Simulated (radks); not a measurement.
Fractional charge and spin in the 2s shell of fluorine: the spin-up occupation runs from 0 to 1 and the spin-down occupation from 0 to 1; the fullest corner is F3+, [He] 2p(up 1, down 1) 2s(up 1, down 1). Method: scalar-relativistic Kohn-Sham, PBE, spin-polarised, spherical densities, finite nucleus; Fermi nuclear charge, rms radius of each element as measured or else 0.836 A^(1/3) + 0.57 fm; computed with a radial shooting solver on a logarithmic mesh with Libxc functionals. Energy (eV) minus the two flat planes that join the four corners (they meet along the diagonal where the two added fractions sum to one electron); zero is where a piecewise linear energy would lie.

down \ up,0,0.25,0.5,0.75,1
0,0.000,-2.222,-2.972,-2.234,0.000
0.25,-2.222,-2.690,-1.708,0.738,-2.078
0.5,-2.972,-1.708,0.982,-1.620,-2.777
0.75,-2.234,0.738,-1.620,-2.562,-2.085
1,0.000,-2.078,-2.777,-2.085,0.000

Corners above the fullest one (they belong to F4+ and the next ion): (up 1, down 0) 102.33 eV, (up 0, down 1) 102.33 eV, (up 0, down 0) 231.59 eV. With half an added electron in each spin the energy lies 0.982 eV from the planes, and with half an added electron in spin up alone -2.972 eV. The planes are only a guide here: the flat-plane condition holds for ground states with one frontier orbital, while this shell lies below other occupied shells, so the corners above the fullest one are inner-hole states and not the ground states of those ions.
